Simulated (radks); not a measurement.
Neutral molybdenum inside a hard spherical wall (all orbitals vanish at R), configuration held at [Kr] 4d5 5s1 and not refilled when levels cross. Method: scalar-relativistic Kohn-Sham, PBE, spin-polarised, spherical densities, finite nucleus; open shells are filled with parallel spins first (spin-orbit coupling, left out, can overturn this in heavy ions); Fermi nuclear charge, rms radius 4.4091 fm; computed with a radial shooting solver on a logarithmic mesh with Libxc functionals. Eigenvalues in eV for spin up, with the zero of energy where the potential of the charges vanishes at infinity; a dash marks a level that is unbound or too diffuse for the functional's potential to be trusted. A positive occupied level is held by the wall or, in an anion where self-interaction has pushed it up, behind a barrier. The pressure on the wall is -dE/dV.

R (bohr)  E (hartree)  kinetic (hartree)    e(4s)    e(4p)   e(5s)   e(4d)  e(5p, empty)  e(6s, empty)  pressure (GPa)
free      -4048.73208           4174.471  -64.798  -39.088  -4.613  -4.571        -1.300             -               0
20        -4048.73208           4174.471  -64.798  -39.088  -4.613  -4.571        -1.300             -        < 0.0001
15        -4048.73208           4174.471  -64.798  -39.088  -4.613  -4.570        -1.293         0.250        < 0.0001
12        -4048.73202           4174.472  -64.792  -39.082  -4.608  -4.565        -1.249         0.844         0.00101
5         -4048.59455           4175.148  -61.804  -36.184  -1.008  -1.923         4.816        25.213            15.4
4         -4048.25351           4176.500  -57.945  -32.521   5.451   1.774        13.661        51.396            92.2
3         -4046.70368           4182.246  -48.362  -23.277  28.626  12.627        42.385        123.25             852
2.5       -4043.88396           4192.453  -37.304  -11.868  62.775  26.968        81.488        210.47            3420
2         -4035.19487           4221.601  -12.508   15.291  146.89  60.730        172.34        397.90           17700
